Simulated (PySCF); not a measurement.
## Simulated absorption spectrum

Species: Cu(PH3)I (singlet state).
Bonds: Cu1–P2, Cu1–I6. Hydrogens: H3, H4, H5 on P2.

Method: TDDFT CAM-B3LYP/def2-SVPD, vertical, gas phase, core orbitals frozen in the response, def2 core potentials past Kr in PySCF 2.14.0, density-fitted response routines. Geometry: PBE0-D3(BJ)/def2-SVP; no solvent, vibrations or thermal averaging. Spin–orbit coupling is left out.

Computed states:

```
state  E (eV)       f
   S1    4.74  0.0000
   S2    4.78  0.0001
   S3    4.78  0.0000
   S4    5.00   0.026
   S5    5.00   0.025
   S6    5.16   0.156
   S7    5.45   0.043
   S8    5.45   0.043
   S9    5.79  0.0000
  S10    5.79  0.0000
  S11    6.00   0.011
  S12    6.00   0.011
  S13    6.06   0.146
  S14    6.30  0.0009
  S15    6.30  0.0010
```

Broadening: Gaussians 0.25 eV wide at half height, area fixed by f = 4.319×10⁻⁹ ∫ε dν̃. The width is an assumption, not a result. The curve ends short of the highest state used, and states not computed would add to its high-energy end.

Task: Give the broadened spectrum and its maxima.

Result: 
```csv
λ (nm),ε (L mol⁻¹ cm⁻¹)
217.5,634
218.7,1074
219.9,1842
221.1,2957
222.3,4374
223.5,5961
224.7,7506
225.9,8775
227.1,9596
228.3,9927
229.5,9895
230.7,9760
231.9,9837
233.1,10383
234.3,11512
235.6,13298
236.8,15198
238.0,16986
239.2,18331
240.4,18996
241.6,18895
242.8,18082
244.0,16716
245.2,14993
246.4,13103
247.6,11193
248.8,9360
250.0,7663
251.2,6133
252.4,4787
253.6,3636
254.8,2680
256.0,1913
257.3,1279
258.5,851
259.7,548
260.9,341
262.1,205
263.3,120
264.5,68
265.7,38
266.9,20
268.1,11
269.3,6
270.5,3
271.7,2
272.9,1
274.1,0
275.3,0
276.5,0
277.7,0
278.9,0
280.2,0
281.4,0
282.6,0
283.8,0
```

Maxima: 241 nm (5.15 eV), ε about 19000, made up of S6 (88%); 229 nm (5.42 eV), ε about 9900, made up of S7 (46%) and S8 (45%) (hardly more than a shoulder) (ε in L mol⁻¹ cm⁻¹; maxima over ε = 5, shares over 10%).

Task: What would ε be at 5.15 eV, the highest of these maxima, with half the width (0.125 eV)?

Result: About 32800 L mol⁻¹ cm⁻¹ against 19000, a factor of about 1.7; a lone state at its own centre would give exactly 2.

Task: Coming from long wavelengths, where does ε first pass 100 L mol⁻¹ cm⁻¹?

Result: At about 264 nm (4.70 eV), 0.04 eV below S1.

Task: On this curve, what absorbance would a 10⁻⁵ mol/L sample give at 222 nm over a 1 cm path?

Result: 222 nm is 5.585 eV, where ε is about 4000 L mol⁻¹ cm⁻¹, so A = ε c l ≈ 0.04 (Beer–Lambert, with the gas-phase spectrum and the assumed width).

The vertical ionisation energy (ΔSCF) is 8.50 eV, 2.19 eV above S15.
